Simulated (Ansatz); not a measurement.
The same path of C2H5ClSi (9 atoms, charge 0, multiplicity 1) was run twice with different band settings. Lost on the way: Si3–H9. Made: C2–H9.

Theory: Ansatz, RKS PBE0-D4/6-31G*.

Relaxed end points:

```xyz
9
Properties=species:S:1:pos:R:3
C -0.358 1.302 -0.040
C -0.323 -0.122 0.434
Si 0.619 -1.365 -0.254
Cl 0.608 -3.286 0.457
H -0.031 1.989 0.752
H 0.286 1.475 -0.909
H -1.377 1.599 -0.321
H -0.954 -0.369 1.287
H 1.531 -1.223 -1.406
```

```xyz
9
Properties=species:S:1:pos:R:3
C -0.207 1.195 -0.064
C 0.000 -0.310 -0.239
Si 0.511 -1.193 1.370
Cl 0.617 -3.157 0.609
H 0.701 1.690 0.298
H -0.485 1.676 -1.009
H -1.004 1.412 0.657
H -0.908 -0.795 -0.628
H 0.775 -0.518 -0.995
```

Common settings: movable images 9; climbing image yes; spring 5.0 eV/Å²; optimiser quadratic models (default); start path through a guess of the saddle point; iteration limit 60; end points relaxed.

| run | force threshold |
| --- | --- |
| 1 | 0.03 eV/Å |
| 2 | 0.2 eV/Å |

Q: What does each run give, and how far can it be trusted?

A: Run 1: converged after 17 iterations, highest image 1.141 eV above the first end. The profile has 2 maxima (images 3, 7) with wells between them (image 4): this band takes more than one step, which may be the mechanism or a detour left from its start path. A vibrational analysis at the climbing image gives one clearly imaginary mode, 894i cm⁻¹: a first-order saddle point.
Run 2: converged after 12 iterations, highest image 1.144 eV above the first end. The threshold of 0.2 eV/Å is loose, so the images may lie well off the minimum-energy path. The profile has 2 maxima (images 2, 6) with wells between them (image 4): this band takes more than one step, which may be the mechanism or a detour left from its start path. Another band between the same ends (9 images) ends at a top of the same energy, where a vibrational analysis finds 1 clearly imaginary mode.
The orbitals stay closed-shell, which can raise the energy where a bond breaks towards radicals; this wasn't checked here.
